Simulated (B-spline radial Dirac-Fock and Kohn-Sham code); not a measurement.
ΔSCF core binding energies without Breit or QED terms, calculated with a radial atomic solver.

A sound run for the Ir atom, configuration [Xe] 4f14 5d7 6s2: The ground state converged in 11 iterations, with total energy -17846.76054 Ha, virial ratio 1.87828 and highest orbital energy -8.15 eV. ΔSCF binding energies: K (1s) 76517.1 eV, L3 (2p3/2) 11257.9 eV, M5 (3d5/2) 2054.7 eV.

A second run, with one unsound setting: The ground state converged in 10 iterations, with total energy -17829.48054 Ha, virial ratio 1.87455 and highest orbital energy 122.90 eV. ΔSCF binding energies: K (1s) 76444.6 eV, L3 (2p3/2) 11187.6 eV, M5 (3d5/2) 1987.8 eV.

```
iter   energy (Ha)        error
   1   -17826.20454525  2.21e+00
   2   -17827.39882985  4.17e-01
   3   -17829.47402908  3.62e-02
   4   -17829.47982395  1.05e-02
   5   -17829.48052298  1.54e-03
   6   -17829.48053715  2.32e-04
   7   -17829.48053744  6.41e-05
   8   -17829.48053750  4.10e-05
   9   -17829.48053751  8.56e-07
  10   -17829.48053751  2.74e-08
```

Task: Which fault fits the second run best?
A. overfilled shell
B. speed of light below Z
C. tolerance below the noise
D. box too small

Result: D. The input had rmax = 2.0: rmax squeezes the outer orbitals.
